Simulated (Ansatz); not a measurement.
Molecule: YCl2, net charge 0, doublet state. The spin state was set by rule; other spins were not relaxed. 
Coordinates optimised at B3LYP-D3(BJ)/def2-TZVP (Ansatz, a first-principles code):
```
Y
Cl 1 2.4388
Cl 1 2.4388 2 125.83
```
Charge 0, spin multiplicity 2.

Quantity: atomisation energy (electronic, to ground-state atoms), in kcal/mol. Cores are frozen in the correlated levels unless marked. UHF or UKS for open shells. No spin-orbit coupling. The frozen core is the preceding noble-gas configuration, with the filled d and f shells of earlier blocks. Past Kr the def2 sets carry scalar-relativistic core potentials. 

```
level                            program  atomisation energy (kcal/mol)
------------------------  --------------  -----------------------------
RI-HF/def2-QZVPPD                 Ansatz                          198.3
r2SCAN-D3(BJ)/def2-TZVPD  Ansatz + dftd3                          243.2
B3LYP-D4/def2-TZVPD       Ansatz + dftd4                          232.8
HSE06/def2-TZVPD                  Ansatz                          236.9
wB97M-V/def2-TZVPD                Ansatz                          235.5
RI-MP2/def2-QZVPP                 Ansatz                          249.1
```
